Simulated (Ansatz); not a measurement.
# Worked example: BH(NH2)2 + C4H9N → B(NH2)3 + C4H8

Species: BH(NH2)2, singlet; C4H9N (cyclobutylamine) `NC1CCC1`, singlet; B(NH2)3, singlet; C4H8 (cyclobutane) `C1CCC1`, singlet. The partners trade H for NH2: B–H and C–NH2 bonds give way to B–NH2 and C–H.

Shapes, held fixed at every level: PBE0-D4/def2-TZVP. Flexible molecules stand in one conformer, not always the lowest. Programs: Ansatz 0.2.0. Electronic energies: no zero-point or thermal term.

At CCSD(T)/CBS estimate; 1 Eh = 2625.50 kJ/mol:

```
 species  energy (Eh)
BH(NH2)2  -137.294211
   C4H9N  -212.300461
 B(NH2)3  -192.643510
    C4H8  -156.997923
```

Work out ΔE of the reaction at this level.


1. Products less reactants: (-192.643510) + (-156.997923) − [(-137.294211) + (-212.300461)] = -0.046761 Eh = -122.8 kJ/mol.

Other levels give -122.7 (B2PLYP/def2-TZVPP) to -114.4 kJ/mol (CCSD/def2-SVP). No measured value is set beside it here. The CBS estimate extrapolates MP2 from def2-TZVPP and def2-QZVPP and adds CCSD(T) − MP2 in the triple-zeta set, cores frozen.
